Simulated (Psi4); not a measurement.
Psi4 input (wB97X-D/6-31G*):

```
memory 1500 MB

molecule {
0 2
C     1.84595600   -0.70629800    0.38594200
N     0.92933600    0.30865000    0.19743300
B    -0.46623400    0.18731200   -0.09346100
O    -1.11952500   -1.01781000   -0.18314000
O    -1.16941700    1.34859000   -0.29063900
H     1.59612200   -1.70442700    0.06047300
H     2.87419600   -0.45118900    0.57996200
H     1.28218800    1.24540200    0.31836000
H    -0.58732600   -1.78198200    0.05335400
H    -2.10356600    1.18663700   -0.45230000
symmetry c1
no_reorient
no_com
}

set {
  basis 6-31G*
  reference uks
  scf_type pk
  dft_radial_points 99
  dft_spherical_points 590
  e_convergence 1e-8
  d_convergence 1e-7
  maxiter 150
}

e = energy('wb97x-d')
print_out(f'\nFINAL {e:.10f} DIPOLE {variable("CURRENT DIPOLE")[0]:.6f} {variable("CURRENT DIPOLE")[1]:.6f} {variable("CURRENT DIPOLE")[2]:.6f}\n')
```

Output:

```
   => Loading Basis Set <=

    Name: 6-31G*
    Role: ORBITAL
    Keyword: BASIS
    atoms 1    entry C          line   111 file 6-31gs.gbs
    atoms 2    entry N          line   128 file 6-31gs.gbs
    atoms 3    entry B          line    94 file 6-31gs.gbs
    atoms 4-5  entry O          line   145 file 6-31gs.gbs
    atoms 6-10 entry H          line    44 file 6-31gs.gbs

   => WB97X-D: Empirical Dispersion <=

    Chai and Head-Gordon Dispersion Correction
    Chai, J.-D.; Head-Gordon, M. (2010), J. Chem. Phys., 132: 6615-6620

        s6 =       1.000000

         ---------------------------------------------------------
                                   SCF
               by Justin Turney, Rob Parrish, Andy Simmonett
                          and Daniel G. A. Smith
                              UKS Reference
         ---------------------------------------------------------

  ==> Geometry <==

    Molecular point group: c1
    Full point group: C1

    Geometry (in Angstrom), charge = 0, multiplicity = 2:

       Center              X                  Y                   Z               Mass
    ------------   -----------------  -----------------  -----------------  -----------------
         C            1.845956000000    -0.706298000000     0.385942000000    12.000000000000
         N            0.929336000000     0.308650000000     0.197433000000    14.003074004430
         B           -0.466234000000     0.187312000000    -0.093461000000    11.009305360000
         O           -1.119525000000    -1.017810000000    -0.183140000000    15.994914619570
         O           -1.169417000000     1.348590000000    -0.290639000000    15.994914619570
         H            1.596122000000    -1.704427000000     0.060473000000     1.007825032230
         H            2.874196000000    -0.451189000000     0.579962000000     1.007825032230
         H            1.282188000000     1.245402000000     0.318360000000     1.007825032230
         H           -0.587326000000    -1.781982000000     0.053354000000     1.007825032230
         H           -2.103566000000     1.186637000000    -0.452300000000     1.007825032230

  Running in c1 symmetry.

  Rotational constants: A =      0.31297  B =      0.13111  C =      0.09253 [cm^-1]
  Rotational constants: A =   9382.68916  B =   3930.67533  C =   2774.05542 [MHz]
  Nuclear repulsion =  165.873794000606608

  Charge       = 0
  Multiplicity = 2
  Electrons    = 39
  Nalpha       = 20
  Nbeta        = 19

  ==> Algorithm <==

  SCF Algorithm Type is PK.
  DIIS enabled.
  MOM disabled.
  Fractional occupation disabled.
  Guess Type is SAD.
  Energy threshold   = 1.00e-08
  Density threshold  = 1.00e-07
  Integral threshold = 1.00e-12

  ==> Primary Basis <==

  Basis Set: 6-31G*
    Blend: 6-31G*
    Number of shells: 40
    Number of basis functions: 85
    Number of Cartesian functions: 85
    Spherical Harmonics?: false
    Max angular momentum: 2

  ==> DFT Potential <==

   => LibXC <=

    Version 7.1.2
    S. Lehtola, C. Steigemann, M. J. T. Oliveira, and M. A. L. Marques,  SoftwareX 7, 1–5 (2018) (10.1016/j.softx.2017.11.002)

   => Composite Functional: WB97X-D <=

    wB97X-D Hyb-GGA Exchange-Correlation Functional

    J.-D. Chai and M. Head-Gordon,  Phys. Chem. Chem. Phys. 10, 6615–6620 (2008) (10.1039/B810189B)

    Deriv               =              1
    GGA                 =           TRUE
    Meta                =          FALSE

    Exchange Hybrid     =           TRUE
    MP2 Hybrid          =          FALSE

   => Exchange-Correlation Functionals <=

    1.0000   wB97X-D range-separated functional

   => Exact (HF) Exchange <=

    0.7780            HF,LR [omega = 0.2000]
    0.2220               HF

   => LibXC Density Thresholds  <==

    XC_HYB_GGA_XC_WB97X_D:  1.00E-14

   => Molecular Quadrature <=

    Radial Scheme          =       TREUTLER
    Pruning Scheme         =           NONE
    Nuclear Scheme         =       TREUTLER

    Blocking Scheme        =         OCTREE
    BS radius alpha        =              1
    Pruning alpha          =              1
    Radial Points          =             99
    Spherical Points       =            590
    Total Points           =         549334
    Total Blocks           =           3928
    Max Points             =            256
    Max Functions          =             84
    Weights Tolerance      =       1.00E-15

  ==> Integral Setup <==

  Using in-core PK algorithm.
   Calculation information:
      Number of atoms:                  10
      Number of AO shells:              40
      Number of primitives:             95
      Number of atomic orbitals:        85
      Number of basis functions:        85

      Integral cutoff                 1.00e-12
      Number of threads:                 1

  Performing in-core PK
  Using 20044020 doubles for integral storage.
  We computed 312949 shell quartets total.
  Whereas there are 336610 unique shell quartets.

  Computing range-separated integrals for PK
  We computed 312949 wK shell quartets total.
  Whereas there are 336610 wK unique shell quartets.

  ==> DiskJK: Disk-Based J/K Matrices <==

    J tasked:                  Yes
    K tasked:                  Yes
    wK tasked:                 Yes
    Omega:               2.000E-01
    Schwarz Cutoff:          1E-12


  Cached 50.0% of DFT collocation blocks in 0.549 [GiB].

  Minimum eigenvalue in the overlap matrix is 7.6946896353E-03.
  Reciprocal condition number of the overlap matrix is 1.1188975120E-03.
    Using symmetric orthogonalization.

  ==> Pre-Iterations <==

  SCF Guess: Superposition of Atomic Densities via on-the-fly atomic UHF (no occupation information).

   -------------------------
    Irrep   Nso     Nmo
   -------------------------
     A         85      85
   -------------------------
    Total      85      85
   -------------------------

  ==> Iterations <==

                        Total Energy        Delta E     RMS |[F,P]|

   @UKS iter SAD:  -270.24607667052192   -2.70246e+02   0.00000e+00
   @UKS iter   1:  -270.88819445783776   -6.42118e-01   9.63193e-03 DIIS/ADIIS
   @UKS iter   2:  -270.93933812652193   -5.11437e-02   9.16983e-03 DIIS/ADIIS
   @UKS iter   3:  -271.15269545926503   -2.13357e-01   6.68332e-04 DIIS/ADIIS
   @UKS iter   4:  -271.15404397902432   -1.34852e-03   2.28943e-04 DIIS/ADIIS
   @UKS iter   5:  -271.15424761755497   -2.03639e-04   8.10164e-05 DIIS
   @UKS iter   6:  -271.15427903601187   -3.14185e-05   3.35634e-05 DIIS
   @UKS iter   7:  -271.15428705624697   -8.02024e-06   1.18260e-05 DIIS
   @UKS iter   8:  -271.15428945872736   -2.40248e-06   5.45952e-06 DIIS
   @UKS iter   9:  -271.15428971546055   -2.56733e-07   9.39889e-07 DIIS
   @UKS iter  10:  -271.15428972770752   -1.22470e-08   2.83237e-07 DIIS
   @UKS iter  11:  -271.15428972882506   -1.11754e-09   1.00900e-07 DIIS
   @UKS iter  12:  -271.15428972895148   -1.26420e-10   6.41149e-08 DIIS
  Energy and wave function converged.

  ==> Post-Iterations <==

   Electrons on quadrature grid:
      Nalpha   =   20.0000018872 ; deviation = 1.887e-06
      Nbeta    =   19.0000018659 ; deviation = 1.866e-06
      Ntotal   =   39.0000037531 ; deviation = 3.753e-06

   @Spin Contamination Metric:   3.695406455E-03
   @S^2 Expected:                7.500000000E-01
   @S^2 Observed:                7.536954065E-01
   @S   Expected:                5.000000000E-01
   @S   Observed:                5.000000000E-01

    Orbital Energies [Eh]
    ---------------------

    Alpha Occupied:

       1A    -19.275498     2A    -19.268363     3A    -14.457208
       4A    -10.311783     5A     -6.891223     6A     -1.130004
       7A     -1.096313     8A     -1.001187     9A     -0.754956
      10A     -0.649659    11A     -0.624929    12A     -0.609997
      13A     -0.532916    14A     -0.488571    15A     -0.478306
      16A     -0.446700    17A     -0.442325    18A     -0.414588
      19A     -0.395440    20A     -0.224558

    Alpha Virtual:

      21A      0.148693    22A      0.184775    23A      0.192524
      24A      0.193872    25A      0.251838    26A      0.288624
      27A      0.318562    28A      0.340218    29A      0.381019
      30A      0.453979    31A      0.518192    32A      0.611532
      33A      0.650182    34A      0.658426    35A      0.660736
      36A      0.688521    37A      0.740883    38A      0.872020
      39A      0.885543    40A      0.893795    41A      0.944955
      42A      0.955669    43A      0.993173    44A      1.016029
      45A      1.026895    46A      1.060961    47A      1.107019
      48A      1.140344    49A      1.162701    50A      1.252737
      51A      1.289154    52A      1.304663    53A      1.335746
      54A      1.411822    55A      1.462029    56A      1.553174
      57A      1.555896    58A      1.649505    59A      1.685635
      60A      1.740615    61A      1.769153    62A      1.841677
      63A      1.848013    64A      1.887009    65A      2.072467
      66A      2.078807    67A      2.130999    68A      2.235297
      69A      2.285722    70A      2.308225    71A      2.434152
      72A      2.466759    73A      2.548199    74A      2.570578
      75A      2.580545    76A      2.694404    77A      2.830532
      78A      2.927787    79A      3.004122    80A      3.117797
      81A      3.704156    82A      3.949329    83A      4.114745
      84A      4.122100    85A      4.304909

    Beta Occupied:

       1A    -19.275339     2A    -19.267953     3A    -14.454615
       4A    -10.301817     5A     -6.890942     6A     -1.129066
       7A     -1.095526     8A     -0.988879     9A     -0.727569
      10A     -0.647155    11A     -0.622179    12A     -0.604075
      13A     -0.524987    14A     -0.478258    15A     -0.470262
      16A     -0.445261    17A     -0.440654    18A     -0.393055
      19A     -0.376451

    Beta Virtual:

      20A      0.061583    21A      0.152535    22A      0.188776
      23A      0.196034    24A      0.206253    25A      0.261916
      26A      0.294456    27A      0.321317    28A      0.349979
      29A      0.381924    30A      0.456000    31A      0.525324
      32A      0.616431    33A      0.654431    34A      0.662224
      35A      0.695789    36A      0.706451    37A      0.751344
      38A      0.876780    39A      0.894505    40A      0.895850
      41A      0.952787    42A      0.963507    43A      0.996643
      44A      1.018391    45A      1.031704    46A      1.067951
      47A      1.111980    48A      1.142853    49A      1.164577
      50A      1.261485    51A      1.293704    52A      1.309980
      53A      1.339808    54A      1.418432    55A      1.465008
      56A      1.555002    57A      1.584702    58A      1.654833
      59A      1.693151    60A      1.743114    61A      1.793856
      62A      1.842361    63A      1.862838    64A      1.896590
      65A      2.087733    66A      2.112087    67A      2.137755
      68A      2.255948    69A      2.302241    70A      2.319142
      71A      2.439577    72A      2.469419    73A      2.550577
      74A      2.593310    75A      2.598357    76A      2.699331
      77A      2.833146    78A      2.929553    79A      3.006245
      80A      3.122797    81A      3.707403    82A      3.951385
      83A      4.120821    84A      4.129971    85A      4.338377

    Final Occupation by Irrep:
              A
    DOCC [    19 ]
    SOCC [     1 ]
    NA   [    20 ]
    NB   [    19 ]

  @UKS Final Energy:  -271.15428972895148

   => Energetics <=

    Nuclear Repulsion Energy =            165.8737940006066083
    One-Electron Energy =                -698.7012602609715941
    Two-Electron Energy =                 286.2894692578759077
    DFT Exchange-Correlation Energy =     -24.6133313677013810
    Empirical Dispersion Energy =          -0.0029613587610112
    VV10 Nonlocal Energy =                  0.0000000000000000
    Total Energy =                       -271.1542897289514826

  UHF NO Occupations:
  HONO-2 :   18  A 1.9994836
  HONO-1 :   19  A 1.9990622
  HONO-0 :   20  A 1.0000000
  LUNO+0 :   21  A 0.0009378
  LUNO+1 :   22  A 0.0005164
  LUNO+2 :   23  A 0.0002389
  LUNO+3 :   24  A 0.0001150

Computation Completed

Properties will be evaluated at   0.000000,   0.000000,   0.000000 [a0]

Properties computed using the SCF density matrix

 Multipole Moments:

 ------------------------------------------------------------------------------------
     Multipole            Electronic (a.u.)      Nuclear  (a.u.)        Total (a.u.)
 ------------------------------------------------------------------------------------

 L = 1.  Multiply by 2.5417464519 to convert [e a0] to [Debye]
 Dipole X            :          0.1818270           -0.0000076            0.1818194
 Dipole Y            :         -0.2334935            0.0000057           -0.2334878
 Dipole Z            :          0.0729351           -0.0000094            0.0729257
 Magnitude           :                                                    0.3047836

 ------------------------------------------------------------------------------------

FINAL -271.1542897290 DIPOLE 0.181819 -0.233488 0.072926

*** Psi4 exiting successfully. Buy a developer a beer!
```

The geometry given is a B3LYP-D3(BJ)/def2-TZVP minimum.
